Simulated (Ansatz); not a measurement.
Species: MoH6, net charge -1, doublet state. SMILES: [MoH6-]
Geometry from a B3LYP-D3(BJ)/def2-TZVP (Ansatz, a first-principles code) optimisation:
```xyz
7

Mo     0.0163     0.0303    -0.0075
H      0.6432     0.6694     1.4870
H     -1.1716    -0.4422     1.1153
H      0.4476    -1.3819     0.8379
H      0.8644    -1.1213    -0.9408
H      0.1219     0.7007    -1.6625
H     -1.5897     0.3029    -0.5204
```
Charge -1, spin multiplicity 2.

Property: vertical ionisation energy to the singlet, in eV. Terms: STO-3G and 3-21G all-electron and non-relativistic; each state is the SCF solution reached for its charge and spin; UHF or UKS for open shells; def2 sets with scalar-relativistic core potentials past Kr; no spin-orbit coupling; 6-31G* and kin with 6d, 5d where marked; dispersion terms only where a functional's name holds one; valence correlation only (noble-gas shells and the d and f shells of earlier blocks); LANL2DZ with its own core potentials from Na on. Ab initio and DFT rows: single points at B3LYP-D3(BJ) geometries (Ansatz). A UHF reference is markedly spin-contaminated in at least one set, which strains HF and MP2. The spin state of an ion or metal species was assumed, not searched.

| level | program | vertical ionisation energy to the singlet (eV) |
|---|---|---|
| HF/6-31G* with LANL2DZ past Ar | Ansatz | 2.97 |
| PBE/6-31G* with LANL2DZ past Ar | Ansatz | 2.55 |
| B3LYP/STO-3G | Ansatz | -1.33 |
| B3LYP/3-21G | Ansatz | 2.42 |
| B3LYP/6-31G* with LANL2DZ past Ar | Ansatz | 2.78 |
| MP2/6-31G* with LANL2DZ past Ar | Ansatz | 2.42 |
| PBE/def2-TZVPD | Ansatz | 2.37 |
| B3LYP/def2-TZVPD | Ansatz | 2.56 |
| wB97M-V/def2-TZVPD | Ansatz | 2.58 |

No value to compare with is used here. The 6 habitual levels span -1.33 (B3LYP/STO-3G) to 2.97 eV (HF/6-31G* with LANL2DZ past Ar); PBE/def2-TZVPD gives 2.37.

The levels are drawn from those run, B3LYP/6-31G* more often than the rest, none by its result; left out are runs that failed, that the program found above a lower state of the same kind, or whose <S^2> lies over 0.5 above the pure value.
